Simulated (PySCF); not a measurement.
Cl2GaH.

```xyz
4

Ga     0.0000     0.0000    -0.5653
H      0.0000     0.0000    -2.1060
Cl     0.0000     1.7905     0.5774
Cl     0.0000    -1.7905     0.5774
```

Geometry: ωB97X-D3(BJ)/def2-TZVP.

All values below come from PySCF with PBE0/pcSseg-2. Non-relativistic, no solvent.

Question: Give the absolute GIAO shielding of each atom: isotropic value and principal components (ppm). (The exact figures need the calculation; the answer reports its results.)

Answer: 
| atom | σ(iso) | σ11 | σ22 | σ33 | span |
|---|---|---|---|---|---|
| Ga1 | 1336.1 | 1203.0 | 1351.8 | 1453.5 | 250.5 |
| H2 | 25.1 | 18.3 | 19.5 | 37.7 | 19.4 |
| Cl3 | 833.4 | 615.3 | 908.7 | 976.2 | 360.9 |
| Cl4 | 833.4 | 615.3 | 908.7 | 976.2 | 360.9 |
